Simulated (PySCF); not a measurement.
## Peak assignment

Geometry:
```
atom   x (Å)   y (Å)   z (Å)
  F1  -1.603  -1.369  -1.352
  C2  -0.785  -0.329  -0.888
 Si3  -1.885   0.772   0.269
 Si4   0.794  -1.127  -0.165
 Cl5   1.983  -1.971  -1.522
  C6   1.787   0.385   0.579
  F7   1.250   0.830   1.735
  F8   3.071   0.097   0.855
  F9   1.807   1.451  -0.250
 H10  -0.532   0.245  -1.789
 H11  -1.117   1.973   0.573
 H12  -3.089   1.071  -0.503
 H13  -2.192  -0.033   1.449
 H14   0.510  -1.994   0.971
```

- σ from GIAO-PBE0/pcSseg-1
- GFN2-xTB geometry
- run in PySCF 2.14.0 with density-fitted response routines
- single conformer, non-relativistic, no solvent model, rapidly exchanging positions averaged

Scale: ¹³C, ¹H against TMS (reference shieldings calculated alike).

Task: Assign these signals to the numbered atoms. ¹³C{¹H} NMR (computed): δ 137.5, 86.3.

Result: 
137.5 → C6, CF3 carbon: 3 electronegative neighbours deshield it
86.3 → C2, sp3 CH bonded to F and 2 Si: pulled downfield by the heteroatom

Task: Assign these signals to the numbered atoms. ¹H NMR (600 MHz, computed): δ 5.64 (m, 1H), 5.30 (m, 1H), 4.14 (m, 3H).

Result: 
5.64 → H10, hydrogen on an sp3 CH bonded to F and 2 Si: its carbon carries F, which withdraws density
5.30 → H14, hydrogen on a silicon bonded to 2 C, Cl
4.14 → H11/H12/H13, hydrogen on a silicon bonded to C

Splittings by ¹⁹F in the carbon and heteronuclear signals aren't shown, as no couplings were computed. Shifts are as computed. Against solution values, carbons near 30 ppm lie about +3 ppm off and those near 130 ppm about +5 ppm. Of 1211 compounds with measured shifts, 218 miss one by over three times the rms of a fit or turn the order of signals round; such compounds aren't used in these exercises. Multiplicities follow the n + 1 count of equivalent neighbours, as no J values were calculated; m marks all less simple cases, F and P coupling included.
